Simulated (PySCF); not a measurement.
**3-(trifluoromethyl)pyridine: full NMR table**

- Formula: C6H4F3N
- SMILES: FC(F)(F)c1cccnc1
- InChI: InChI=1S/C6H4F3N/c7-6(8,9)5-2-1-3-10-4-5/h1-4H
- Point group of the computed structure: C1
- Degrees of unsaturation: 4
- Carbon signals: 6
- Proton signals: 4

Mapped SMILES: `[F:1][C:2]([F:3])([F:4])[c:5]1[cH:6][cH:7][cH:8][n:9][cH:10]1`. Each H is labelled by its parent atom.

- J couplings at B3LYP/pcJ-1 (spin–dipole term only in couplings to heteroatoms)
- geometry from PBE0-D3(BJ)/def2-SVP
- shielding tensors at KT3/pcSseg-1 (GIAO)
- program: PySCF 2.14.0 with density-fitted response routines
- isolated molecule, averaged over atoms made equivalent by symmetry, fast rotation or ring inversion, relativity neglected, single conformer

Chemical shifts δ = σref − σ; TMS for ¹H (σ = 31.32 ppm), ¹³C (σ = 182.31 ppm); ¹⁹F (σ = 149.45 ppm) against CFCl3; ¹⁵N (σ = 262.01 ppm) vs NH3, all at this level.

```tsv
carbon	δC, type	δH (multiplicity, J in Hz)	HMBC from (abs. J ≥ 3 Hz)	span of the C tensor (ppm)
C2	126.6, C	–	H(C6)	17
C5	121.1, C	–	H(C10), H(C7)	186
C6	125.2, CH	7.61 (ddd, 8.9, 2.3, 1.6)	H(C10), H(C8)	218
C7	116.8, CH	7.03 (dd, 8.9, 5.5)	H(C8)	208
C8	144.8, CH	8.62 (dd, 5.5, 1.6)	H(C10), H(C6), H(C7)	203
C10	140.1, CH	8.75 (d, 2.3)	H(C8), H(C6)	194
```

Other nuclei:
| atoms | nucleus | environment | δ (ppm) | σ (ppm) |
| --- | --- | --- | --- | --- |
| F1/F3/F4 | ¹⁹F | fluorine of a CF3 group | -94.7 | 244.1 |
| N9 | ¹⁵N | pyridine-type ring nitrogen | 331.6 | -69.6 |

Selected couplings (Hz, signed; the shortest-range and largest first, 30 at most; isotopes ¹⁹F, ¹³C, ¹H, ¹⁵N): ¹J(F1,C2) -337.4, ¹J(C10,H(C10)) 192.1, ¹J(C8,H(C8)) 188.9, ¹J(C7,H(C7)) 173.5, ¹J(C6,H(C6)) 172.3, ²J(F1,C5) 35.3, ²J(N9,H(C8)) -13.0, ²J(N9,H(C10)) -12.6, ³J(H(C6),H(C7)) 8.9, ³J(H(C7),H(C8)) 5.5, ³J(F1,C10) 3.9, ³J(F1,C6) 3.7, ³J(N9,H(C7)) -1.3, ⁴J(H(C6),H(C10)) 2.3, ⁴J(H(C6),H(C8)) 1.6.

Carbon types of the structure: 2 × C, 4 × CH, which accounts for all hydrogens. δC 144.8, 140.1: aromatic CH next to a ring nitrogen; the adjacent pyridine-type nitrogen withdraws density from it. δC 126.6: CF3 carbon; 3 electronegative neighbours deshield it. δC 125.2, 116.8: aromatic CH. δC 121.1: substituted aromatic carbon. δH 8.75, 8.62: hydrogen on an aromatic CH next to a ring nitrogen; ring current plus the neighbouring ring nitrogen. The protons at 7.61 and 7.03 share a coupling of 8.9 Hz (vicinal, an ortho-type coupling). The protons at 7.03 and 8.62 share a coupling of 5.5 Hz (vicinal, an ortho-type coupling).

C–F couplings over four or more bonds (about 3 Hz to the para carbon of a fluoroarene) are left out. Common functionals overestimate the size of one-bond C–F couplings by tens of Hz; these are unscaled. Splittings below 1 Hz are ignored in the labels, and close J values are merged. Unscaled 3J(H,H) at this level run about 10 % above measured values. Shifts are as computed, not scaled to solution data. Of 1211 compounds with measured shifts, 218 miss one by over three times the rms of a fit or turn the order of signals round; such compounds aren't used in these exercises. Unscaled 19F shifts against computed CFCl3 carry errors that often reach 10 to 50 ppm. Experimental scales use liquid or dissolved standards, which lie at an offset from isolated NH3 (liquid NH3: subtract about 20 ppm). Unscaled 15N shifts of sp2 nitrogen come out 20 to 40 ppm too high even then.
